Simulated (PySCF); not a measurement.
From results back to the method.

n-propyl bromide, C₃H₇Br.
Structure used (PBE0-D3(BJ)/def2-SVP), in Å, numbered top down from 1:
```
atom  x, y, z in Å
C1    -1.3521   -0.0464   -0.0685
C2     0.0786   -0.5646   -0.1091
C3     1.0787    0.5322    0.1874
Br4    2.9132   -0.1131    0.1432
H5    -1.5155    0.7497   -0.8121
H6    -1.6049    0.3658    0.9213
H7    -2.0677   -0.8536   -0.2840
H8     0.3005   -0.9969   -1.0983
H9     0.2107   -1.3798    0.6207
H10    1.0267    1.3453   -0.5497
H11    0.9335    0.9603    1.1889
```

The closed-shell ground state was solved 7 times with PySCF (density fitting, gas phase), always in the def2-SVPD basis (157 functions), with these functionals: B3LYP, BHandHLYP, HF, LC-wPBE, LDA, PBE0 and wB97X-D. The calculation is non-relativistic and has no spin–orbit coupling, an omission that weighs most on bromine.

| row | total energy (Eh) | HOMO (eV) | LUMO (eV) | dipole (D) |
| --- | --- | --- | --- | --- |
| P | -2689.7087 | -10.81 | 2.27 | 2.47 |
| Q | -2692.3281 | -9.75 | 1.54 | 2.28 |
| R | -2691.8621 | -7.85 | -0.13 | 2.25 |
| S | -2692.2151 | -8.99 | 0.65 | 2.30 |
| T | -2687.6259 | -6.68 | -1.23 | 2.22 |
| U | -2692.3382 | -7.59 | -0.40 | 2.22 |
| V | -2691.8833 | -10.62 | 1.82 | 2.23 |

**Question.** Which functional belongs to which row?

**Answer.** P = HF, Q = wB97X-D, R = PBE0, S = BHandHLYP, T = LDA, U = B3LYP, V = LC-wPBE. By rising HOMO–LUMO gap: LDA (LDA) 5.45 eV; B3LYP (global hybrid, 20 % exact exchange) 7.19 eV; PBE0 (global hybrid, 25 % exact exchange) 7.72 eV; BHandHLYP (global hybrid, 50 % exact exchange) 9.64 eV; wB97X-D (range-separated hybrid) 11.29 eV; LC-wPBE (range-separated hybrid) 12.44 eV; HF (all exact exchange) 13.08 eV. Total energies of different functionals aren't bounds to one another; each is stationary for its own functional.

One conformer stands for the species.

The pairwise dispersion term of wB97X-D wasn't added to the energies; at a given geometry it leaves orbitals and properties as they are.
